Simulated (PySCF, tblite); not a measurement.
Isomers of C2H13NOSi4. All values are computed: GFN2-xTB (tblite) harmonic vibrations without scaling, gas phase. The method is semi-empirical: single wavenumbers can be off by several per cent or more. Modes of hydrogen on silicon can be 10 to 20 % off. One conformer each.

Electronic energies: PBE0/pcSseg-1 single points on the GFN2-xTB geometries (PySCF, gas phase).

```
                            SMILES  electronic energy, lowest = 0 (kJ/mol)
   C[SiH2][Si@H](N[SiH3])[SiH2]C=O                                    46.9
CC(=O)N[Si@@H]([SiH3])[SiH2][SiH3]                                     0.0
 [SiH3]/C=C(/[SiH3])O[SiH2]N[SiH3]                                    13.5
```

Q: How do GFN2-xTB zero-point energies change the relative energies?

A: 
```
                            SMILES  ZPE (kJ/mol)  of it from modes above 1550 cm⁻¹  electronic (kJ/mol)  with ZPE, lowest = 0 (kJ/mol)  lowest mode (cm⁻¹)  rings
CC(=O)N[Si@@H]([SiH3])[SiH2][SiH3]         355.4                             202.2                  0.0                            0.8                   8      0
 [SiH3]/C=C(/[SiH3])O[SiH2]N[SiH3]         341.1                             196.8                 13.5                            0.0                   5      0
   C[SiH2][Si@H](N[SiH3])[SiH2]C=O         353.8                             205.9                 46.9                           46.1                  24      0
```

The zero-point energies span 14.3 kJ/mol, from `[SiH3]/C=C(/[SiH3])O[SiH2]N[SiH3]` to `CC(=O)N[Si@@H]([SiH3])[SiH2][SiH3]`. With it `[SiH3]/C=C(/[SiH3])O[SiH2]N[SiH3]` becomes the lowest.

Q: And how do the electronic energies of GFN2-xTB itself compare?

A: `CC(=O)N[Si@@H]([SiH3])[SiH2][SiH3]` 173.6; `[SiH3]/C=C(/[SiH3])O[SiH2]N[SiH3]` 0.0; `C[SiH2][Si@H](N[SiH3])[SiH2]C=O` 258.9 kJ/mol, lowest = 0. Against the energies above, taken from the same isomer `CC(=O)N[Si@@H]([SiH3])[SiH2][SiH3]`, the largest difference is 187.1 kJ/mol.
